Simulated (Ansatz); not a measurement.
A nudged elastic band was laid between two geometries of BClFH + H4Si (9 atoms, charge 0, multiplicity 1).

All numbers below come from Ansatz, RKS PBE0-D4/6-31G*.

```
movable images  : 9
climbing image  : yes
spring          : 5.0 eV/Å²
optimiser       : quadratic models (default)
start path      : through a guess of the saddle point
force threshold : 0.03 eV/Å
iteration limit : 59
end points      : relaxed
```

First end point:

```xyz
9
Properties=species:S:1:pos:R:3
B 0.101 -0.811 0.089
Cl 0.168 -1.749 1.564
F 1.202 -0.246 -0.356
H -0.922 -0.699 -0.509
Si 0.022 2.946 1.062
H 0.985 3.304 2.136
H 0.729 2.871 -0.244
H -1.057 3.968 0.990
H -0.586 1.622 1.374
```

Last end point:

```xyz
9
Properties=species:S:1:pos:R:3
B 0.208 0.528 -0.331
Cl -0.780 -0.498 2.355
F 1.375 -0.102 -0.325
H -0.719 -0.045 -0.840
Si 0.121 2.430 0.396
H 0.910 2.558 1.661
H 0.715 3.386 -0.588
H -1.276 2.867 0.675
H 0.089 0.082 3.104
```

Task: What changes between the two ends?

Result: Bonds broken: B1–Cl2, Si5–H9. Bonds formed: B1–Si5, Cl2–H9. BClFH + H4Si becomes BFH4Si + ClH.

Task: Give the energies along the band, and the barrier.

Result: The run converged. The highest image is number 6 of 0 to 10, 193.0 kJ/mol above the first end and 59.1 kJ/mol above the last; the last end lies 133.9 kJ/mol above the first. Neighbouring images differ by up to 1.3 eV, so the band resolves the path poorly. A vibrational analysis at the climbing image gives one clearly imaginary mode, 742i cm⁻¹: a first-order saddle point. The orbitals stay closed-shell, which can raise the energy where a bond breaks towards radicals; this wasn't checked here.

| image | path coordinate (Å) | energy (kJ/mol) | B1–Cl2 (Å) | Si5–H9 (Å) | B1–Si5 (Å) |
| --- | --- | --- | --- | --- | --- |
| 0 | 0.00 | 0.0 | 1.75 | 1.49 | 3.88 |
| 1 | 0.75 | 0.7 | 1.75 | 1.49 | 3.86 |
| 2 | 1.49 | 0.9 | 1.75 | 1.49 | 3.76 |
| 3 | 2.24 | 2.5 | 1.75 | 1.49 | 3.50 |
| 4 | 2.99 | 16.7 | 1.77 | 1.49 | 3.07 |
| 5 | 3.74 | 68.4 | 1.86 | 1.54 | 2.53 |
| 6 | 4.48 | 193.0 | 2.29 | 1.95 | 2.13 |
| 7 | 5.06 | 161.5 | 2.78 | 2.33 | 2.06 |
| 8 | 5.64 | 145.9 | 3.05 | 2.70 | 2.05 |
| 9 | 6.22 | 136.2 | 3.00 | 3.09 | 2.04 |
| 10 | 6.80 | 133.9 | 3.04 | 3.58 | 2.04 |

Task: What is the geometry of the highest image?

Result: 
```xyz
9
Properties=species:S:1:pos:R:3
B 0.197 0.337 0.151
Cl -0.464 -0.716 2.070
F 1.448 -0.061 -0.064
H -0.710 0.020 -0.557
Si 0.082 2.389 0.719
H 1.015 2.815 1.795
H 0.532 2.940 -0.589
H -1.303 2.834 1.021
H -0.154 0.648 1.561
```

The band took 48 iterations and about 20 core-minutes.

Run time: 20 min on 1 thread of Arm Neoverse V2, on a shared host, peak memory 0.17 GiB.
